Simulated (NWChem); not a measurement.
## Atomisation of boroxine (H₃B₃O₃)

```
O
B 1 1.3743
O 2 1.3743 1 119.07
B 3 1.3743 2 120.93 1 0.00
O 4 1.3743 3 119.07 2 0.00
B 1 1.3743 2 120.94 3 0.00
H 6 1.1997 1 120.47 2 180.00
H 2 1.1997 3 120.47 4 180.00
H 4 1.1997 3 120.47 2 180.00
```
Charge 0, spin multiplicity 1.

Program: NWChem. All single points use one geometry, from B3LYP/def2-SVP, a minimum by its harmonic frequencies. It is one conformer; others weren't searched.

Basis set: def2-SVP. The atomisation energy is electronic alone: no zero-point, thermal, spin-orbit or counterpoise terms. No value is extrapolated to the basis-set limit. Free atoms are single determinants with multiplicities B 2, O 3, H 2.

B3LYP has NWChem's definition, with VWN1-RPA local correlation. No SCF solution was tested for a lower state.

One of these methods gave an atomisation energy of 1084.8 kcal/mol. Which?
A) CAM-B3LYP
B) PBE0
C) B3LYP
D) BP86

D, BP86. The others give 1073.2 (CAM-B3LYP), 1062.9 (PBE0), 1058.7 (B3LYP).
